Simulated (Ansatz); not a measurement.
`[CH3][AlH][SiH2]S` + `[AlH2][SiH3]` → `[CH3][AlH][SiH2][AlH2]` + `[SiH3]S`  (formal exchange of groups at the Al–Si bond)

Program: Ansatz. Geometries: PBE0-D4/def2-TZVP. ΔE: electronic, gas phase. CCSD(T)/CBS is the MP2 limit (def2-TZVPP, def2-QZVPP) plus CCSD(T) − MP2 in def2-TZVPP, frozen cores. This one scheme is used for every species. DFT in def2-TZVPP. B3LYP here is the variant with VWN-RPA as its local correlation; programs differ in this. Each species was taken in one conformer, which may not be the lowest.

`[CH3][AlH][SiH2]S`:

Cartesian coordinates in Å:
```
C -2.285 -0.602 0.137
Al -0.795 0.649 -0.022
Si 1.531 -0.158 -0.041
S 2.811 1.558 -0.241
H -1.975 -1.642 0.257
H -2.919 -0.336 0.990
H -2.924 -0.542 -0.751
H -1.075 2.209 -0.145
H 1.783 -1.113 -1.162
H 1.874 -0.906 1.206
H 3.974 0.883 -0.227
```

`[AlH2][SiH3]`:

Z-matrix (Å, degrees):
```
Si
Al 1 2.457
H 1 1.490 2 113.4
H 1 1.492 2 110.7 3 -121.0
H 1 1.492 2 110.6 3 120.9
H 2 1.589 1 121.5 3 0.3
H 2 1.589 1 119.5 3 -179.7
```

`[CH3][AlH][SiH2][AlH2]`:

Cartesian coordinates in Å:
```
C -0.344 2.037 1.340
Al 0.823 1.096 0.088
Si -0.061 -0.591 -1.450
Al -0.139 -2.784 -0.388
H -1.399 1.782 1.226
H -0.241 3.121 1.219
H -0.050 1.814 2.372
H 2.392 1.370 0.122
H 0.771 -0.657 -2.689
H -1.450 -0.204 -1.850
H -1.370 -3.176 0.540
H 1.068 -3.808 -0.529
```

`[SiH3]S`:

Cartesian coordinates in Å:
```
Si 0.483 0.212 -0.010
S -1.274 -0.635 0.864
H 1.144 -0.738 -0.940
H 1.376 0.501 1.137
H 0.179 1.466 -0.744
H -1.909 -0.806 -0.307
```

(1) Is it downhill or uphill in electronic energy at CCSD(T)/CBS, and by how much? (Best estimate.)

(2) What do these levels give: ωB97X-V, ωB97M-V, B3LYP, CCSD(T)/def2-TZVPP, SCS-MP2/def2-QZVPP, CCSD/CBS(def2)? (Estimate.)

Largest T1 diagnostic among the species: 0.013.

Answers

(1) The calculation gave: Downhill: ΔE = -4.1 kcal/mol.

(2) Computed: ωB97X-V -3.5, ωB97M-V -4.1, B3LYP -3.8, CCSD(T)/def2-TZVPP -4.3, SCS-MP2/def2-QZVPP -3.9, CCSD/CBS(def2) -3.8 kcal/mol.

In def2-TZVPP, CCSD(T) changes the Hartree–Fock value by −1.5 kcal/mol (the triples alone add −0.4 kcal/mol) and MP2 by −1.9 kcal/mol.
